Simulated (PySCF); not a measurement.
Ligands exchanged one at a time, Ge H-Cl. Isolated molecules, 0 K electronic values unless said otherwise. Strings in code marks are SMILES.

The HOMO from two functionals at the same geometries (PBE0-D3(BJ)/def2-TZVP), both in PySCF: PBE-D3(BJ)/def2-TZVP and ωB97X-D3(BJ)/def2-TZVP. 

| species | ωB97X-D3(BJ)/def2-TZVP (eV) |
|---|---|
| 0 of 4 H replaced by Cl (`[GeH4]`) | -12.20 |
| 1 of 4 H replaced by Cl (`[Cl][GeH3]`) | -11.27 |
| 2 of 4 H replaced by Cl | -11.50 |

### Question
What does PBE-D3(BJ)/def2-TZVP give for each?

### Answer

- 0 of 4 H replaced by Cl (`[GeH4]`): -8.35
- 1 of 4 H replaced by Cl (`[Cl][GeH3]`): -7.39
- 2 of 4 H replaced by Cl: -7.63
Over these rows, drawn at random from the members with no instability flagged (it was tested for open shells, ions and some series alone), PBE minus ωB97X-D3(BJ): mean +3.87 eV, from +3.85 eV to +3.88 eV.
